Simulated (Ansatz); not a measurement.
Consider the ligand exchange at a Zn–N bond: `C[N](C)[Zn][Br]` + HCl → `[Cl][Zn][Br]` + dimethylamine.

Program: Ansatz. Geometries: PBE0-D4/def2-TZVP. ΔE: electronic, gas phase. CCSD(T)/CBS is the MP2 limit (def2-TZVPP, def2-QZVPP) plus CCSD(T) − MP2 in def2-TZVPP, frozen cores. This one scheme is used for every species. Functionals use def2-TZVPP. For Br, Zn outer-core shells are correlated without core-valence functions, which leaves a few kJ/mol of doubt a bond. Scalar relativity is left out up to krypton. Each species was taken in one conformer, which may not be the lowest.

```csv
species,ωB97M-V energy (Eh)
`C[N](C)[Zn][Br]`,-4487.91920
HCl,-460.79014
`[Cl][Zn][Br]`,-4813.62186
`CNC`,-135.13593
```

Q: Work out ΔE.

A: ΔE = (-4813.62186) + (-135.13593) − (-4487.91920) − (-460.79014) = -0.04845 Eh = -1.32 eV. CCSD(T)/CBS gives -1.31 eV.

Largest T1 diagnostic among the species: 0.013.

In def2-TZVPP, CCSD(T) changes the Hartree–Fock value by +0.46 eV (the triples alone add +0.06 eV) and MP2 by +0.50 eV. At CCSD(T), def2-SVP lies +0.09 eV from the extrapolated value and def2-TZVPP +0.10 eV. From r2SCAN to r2SCAN0 (25 % exact exchange), in def2-TZVPP and without D4, ΔE moves by −0.09 eV.
